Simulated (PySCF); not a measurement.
# Spinor energies of Cd+ (cadmium, charge +1)

Start: [Kr] 4d9 5s2; 4d3/2 filled at m_j = -3/2, -1/2, +1/2, +3/2; 4d5/2 filled at m_j = -3/2, -1/2, +1/2, +3/2, +5/2. Calculated with PySCF 2.14 in x2c-TZVPall-2c: generalised Hartree-Fock with the X2C-1e Hamiltonian and a Gaussian nucleus; one run each with spin-orbit coupling (SO) switched off, then screened by Boettger's factors. This is a chosen level, not necessarily the ground level.

| spinor shell | electrons | ε, spin-free (eV) | ε, screened SO (eV) | weight of nominal j (screened SO) | rms radius, screened SO (bohr) |
| --- | --- | --- | --- | --- | --- |
| 1s1/2 | 2 | -26860.8 | -26858.6 | 1.000 | 0.0348 |
| 2s1/2 | 2 | -4088.9 | -4088.2 | 1.000 | 0.142 |
| 2p1/2 | 2 | -3663.3 | -3796.6 | 1.000 | 0.124 |
| 2p3/2 | 4 | -3663.3 | -3601.9 | 1.000 | 0.128 |
| 3s1/2 | 2 | -812.23 | -812.04 | 1.000 | 0.381 |
| 3p1/2 | 2 | -669.11 | -693.73 | 1.000 | 0.375 |
| 3d3/2 | 4 | -445.78 | -450.15 | 0.999 | 0.362 |
| 3d5/2 | 6 | -445.78 | -442.65 | 0.999 | 0.365 |
| 4s1/2 | 2 | -143.19 | -143.13 | 1.000 | 0.937 |
| 4p1/2 | 2 | -98.386 | -103.42 | 0.988 | 1.01 |
| 4p3/2 | 4 | -98.386 | -95.997 | 0.994 | 1.04 |
| 4d3/2 | 4 | -33.092 | -33.827 | 0.915 | 1.31 |
| 4d5/2 | 5 | -33.092 | -32.524 | 0.932 | 1.33 |
| 5s1/2 | 2 | -16.879 | -16.876 | 1.000 | 2.82 |

**Question.** Where does 3p3/2 lie, and what is the 3p spin-orbit splitting (screened SO)?

**Answer.** At -657.68 eV, 36.049 eV above 3p1/2.

```csv
quantity,spin-free,screened SO
E (hartree),-5590.17366,-5591.30911
M_J,5/2,5/2
⟨J²⟩,8.756,8.756
⟨L²⟩,6.005,6.020
⟨S²⟩,0.751,0.766
```

Each row is a mean over spinors that exchange with the open shell spreads, by up to 5.875 eV (4p3/2).

Breit and QED terms are absent; they matter most for the inner s and p1/2 levels.

Densities and radii are taken from the X2C orbitals without a picture-change correction, which distorts them close to the nucleus.

Without spin-orbit coupling the j labels of p, d and f shells carry no meaning; the spin-free column gives the mean over the occupied spinors of each nl shell.
